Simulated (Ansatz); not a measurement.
Relaxation of Cl3GeH5OSi (11 atoms, charge 0, multiplicity 1), to a largest force component of 0.03 eV/Å in at most 50 steps.

All numbers below come from RKS PBE/def2-SVP in Ansatz.

```xyz
11
Properties=species:S:1:pos:R:3
Ge 0.501 0.160 -0.047
Cl 0.417 0.018 2.155
H 2.000 0.323 -0.379
Cl -0.522 1.891 -0.817
Cl -0.142 -1.674 -0.995
O -2.334 -0.131 0.801
Si -3.634 -0.990 0.140
H -3.349 -2.459 -0.019
H -4.861 -0.839 1.003
H -3.884 -0.364 -1.201
H -2.087 -0.367 1.729
```

Question: Where does it end, and by what steps?

Answer: The forces met the threshold. The force dipped under the threshold on the way, but the program's further checks kept it going. After 18 steps the energy has fallen by 0.064 eV; H10 moved furthest, 0.77 Å.

| step | energy less start (eV) | largest force component (eV/Å) | accepted |
| --- | --- | --- | --- |
| 0 | 0.0000 | 0.620 | yes |
| 1 | -0.0242 | 0.241 | yes |
| 2 | -0.0170 | 0.383 | no |
| 3 | -0.0368 | 0.105 | yes |
| 4 | -0.0387 | 0.076 | yes |
| 5 | -0.0413 | 0.160 | yes |
| 6 | -0.0433 | 0.152 | yes |
| 7 | -0.0467 | 0.152 | yes |
| 8 | -0.0495 | 0.149 | yes |
| 9 | -0.0485 | 0.306 | no |
| 10 | -0.0550 | 0.116 | yes |
| 11 | -0.0575 | 0.132 | yes |
| 12 | -0.0587 | 0.189 | yes |
| 13 | -0.0602 | 0.140 | yes |
| 14 | -0.0625 | 0.036 | yes |
| 15 | -0.0631 | 0.028 | yes |
| 16 | -0.0636 | 0.049 | yes |
| 17 | -0.0638 | 0.038 | yes |
| 18 | -0.0640 | 0.014 | yes |

```xyz
11
Properties=species:S:1:pos:R:3
Ge 0.776 0.132 -0.066
Cl 0.091 -0.296 1.960
H 2.315 0.046 -0.072
Cl 0.125 2.103 -0.617
Cl -0.049 -1.336 -1.408
O -2.807 0.253 0.538
Si -3.798 -1.078 0.264
H -3.024 -2.372 0.193
H -4.853 -1.235 1.334
H -4.475 -0.826 -1.050
H -2.197 0.176 1.296
```

Whether the end is a true minimum wasn't checked by a vibrational analysis.

Run time: 36 s on 4 threads of Arm Neoverse V2, on a shared host, peak memory 0.23 GiB.
